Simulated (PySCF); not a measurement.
## Structure revision by computed shifts

A compound C₅H₁₃NSi gives the data below (simulated from a calculation) and was assigned the structure `CN(C)[C@@H]1CC[SiH2]1`.

$^{13}$C{$^{1}$H} NMR (computed): δ 154.5 (C), 143.6 (CH), 45.7 (CH3, 2C), 16.6 (CH3).

$^{1}$H NMR (600 MHz, computed): δ 5.91 (q, 1H), 4.16 (s, 3H), 2.50 (s, 6H), 1.97 (d, 3H).

PySCF 2.14 calculation with GIAO PBE0/pcSseg-1 shieldings and geometry: GFN2-xTB; rapidly exchanging positions averaged, single conformer, no relativistic terms, gas phase.

Referencing at the same level of theory: TMS for $^{1}$H (σref 31.72), $^{13}$C (σref 186.93).

Problem. Compare with the shifts computed for the proposed structure, pairing carbons in order of shift.

Solution. Numbering as in the mapped SMILES `[CH3:1][N:2]([CH3:3])[C@@H:4]1[CH2:5][CH2:6][SiH2:7]1` (H(Xn): hydrogen on atom n).

```
atom  computed for proposal  given list  difference
  C4                   61.2       154.5       -93.3
  C1                   45.9       143.6       -97.7
  C3                   45.9        45.7        +0.2
  C5                   31.4        45.7       -14.3
  C6                    1.6        16.6       -15.0
```

The rms difference is 61.1 ppm and the largest -97.7 ppm at C1 (methyl carbon bonded to N). The carbon types in order of shift don't match either: CH, CH3, CH3, CH2, CH2 for the proposal against C, CH, CH3, CH3, CH3 in the data. The proposal doesn't fit.

Problem. Which isomer fits?

Solution. `C/C=C(/[SiH3])N(C)C`.

1. Carbon types of the structure: 1 × C, 1 × CH, 3 × CH3, leaving 3 H on heteroatoms.
2. δC 154.5: alkene carbon bearing nitrogen; an sp2 carbon further deshielded by the attached heteroatom.
3. δC 143.6: β carbon of an enol-ether or enamine type C=C.
4. δH 2.50: hydrogen on a methyl carbon bonded to N; its carbon carries N, which withdraws density.
5. δH 1.97: hydrogen on an allylic methyl carbon; allylic position.

Other isomers checked: C[C@H]1C[C@@H](N[SiH3])C1 (rms 65.7 ppm); CC[C@H]1C[Si@H](N)C1 (rms 72.1 ppm).

This is the structure that produced the data.

Shifts are as computed. Against solution values, carbons near 30 ppm lie about +3 ppm off and those near 130 ppm about +5 ppm. Of 1211 compounds with measured shifts, 218 miss one by over three times the rms of a fit or turn the order of signals round; such compounds aren't used in these exercises. Multiplicities follow the n + 1 count of equivalent neighbours, as no J values were calculated; m marks all less simple cases, F and P coupling included.
